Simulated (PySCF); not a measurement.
Structure elucidation problem

Molecular formula: C8H10O2. Simulated spectra:

¹H NMR (300 MHz, computed): δ 6.01 (m, 1H), 5.98 (m, 1H), 5.42 (br s, 1H), 4.84 (br s, 1H), 2.18 (s, 3H), 1.78 (m, 1H), 1.70 (m, 1H), 1.02 (m, 1H).

¹³C{¹H} NMR (computed): δ 173.0 (C), 165.7 (C), 143.2 (C), 112.2 (CH2), 102.8 (CH2), 24.2 (CH3), 21.8 (CH), 19.8 (CH2).

PySCF 2.14 calculation with coordinates at the GFN2-xTB level and GIAO PBE0/pcSseg-1 shieldings; averaged over atoms made equivalent by symmetry, fast rotation or ring inversion, one computed conformer, non-relativistic Hamiltonian, no solvent model.

Referencing at the same level of theory: ¹H, ¹³C against TMS.

Q: Choose the structure that fits.
A. C=C/C=C/C(=C)OC(C)=O
B. C=C1C[C@@H]1C(=C)OC(C)=O
C. O=C1C=C(C2CCC2)CO1

A: B. 

1. The formula gives 4 degrees of unsaturation (1 ring in the answer).
2. 8 carbon signals for 8 carbons: no two carbons are equivalent.
3. Carbon types of the structure: 3 × C, 1 × CH, 3 × CH2, 1 × CH3, which accounts for all hydrogens.
4. δC 173.0: ester carbonyl carbon; lone-pair donation from the attached heteroatom keeps it upfield of a ketone carbonyl.
5. δC 165.7: alkene carbon bearing oxygen; an sp2 carbon further deshielded by the attached heteroatom.
6. δC 143.2: fully substituted alkene carbon; an sp2 carbon of a C=C bond.
7. δC 112.2: terminal =CH2 carbon; as expected for a trigonal carbon in a double bond.
8. δC 102.8: β carbon of an enol-ether or enamine type C=C; the O or N lone pair pushes π density onto this β carbon and shields it.

The others: C=C/C=C/C(=C)OC(C)=O has carbons computed at 173.4, 158.2, 144.7, 138.1, 135.9, 127.2, 115.2, 24.2, with a different DEPT pattern; O=C1C=C(C2CCC2)CO1 would give 7 carbon signals, not 8.

Shifts are as computed. Against solution values, carbons near 30 ppm lie about +3 ppm off and those near 130 ppm about +5 ppm. Of 1211 compounds with measured shifts, 218 miss one by over three times the rms of a fit or turn the order of signals round; such compounds aren't used in these exercises. No couplings were computed; multiplicities are counted from neighbouring protons, with m where these are inequivalent, close in shift, in a saturated or five-membered ring or joined by F or P, and br s for small geminal =CH2 splittings.
